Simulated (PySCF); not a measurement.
C2H7BO3, SMILES CCOB(O)O. Atoms are numbered in the order given.

```xyz
13

B      0.0051     0.9461    -0.0391
O      0.3323     2.0785    -0.7323
H     -0.2837     2.8057    -0.6264
O     -1.0985     0.8187     0.7691
H     -1.6386     1.6071     0.8493
O      0.8460    -0.1072    -0.1759
C      0.5910    -1.3391     0.4585
C     -0.3673    -2.1942    -0.3431
H      1.5623    -1.8493     0.5608
H      0.1933    -1.1746     1.4746
H      0.0118    -2.3451    -1.3652
H     -0.4957    -3.1810     0.1280
H     -1.3554    -1.7139    -0.4049
```

The structure is a stationary point at PBE0-D3(BJ)/def2-SVP. The values are those of a single conformer.

Computed with HF/def2-TZVP (PySCF).

Atomic charges (e):

```
atom  Mulliken    IAO
----  --------  -----
B1        0.62   0.79
O2       -0.53  -0.63
H3        0.33   0.37
O4       -0.56  -0.65
H5        0.33   0.37
O6       -0.43  -0.51
C7        0.10   0.04
C8       -0.34  -0.37
H9        0.09   0.12
H10       0.08   0.11
H11       0.11   0.12
H12       0.10   0.12
H13       0.11   0.12
```

Computed Mayer and Wiberg (Löwdin basis) orders of the bonds:
```tsv
bond	Mayer	Wiberg
B1–O2	1.21	1.92
O2–H3	0.88	0.96
B1–O4	1.16	1.89
O4–H5	0.88	0.96
B1–O6	1.20	1.81
O6–C7	0.87	1.35
C7–C8	0.99	1.30
C7–H9	0.98	0.88
C7–H10	0.99	0.87
C8–H11	0.98	0.91
C8–H12	0.98	0.91
C8–H13	0.98	0.90
```
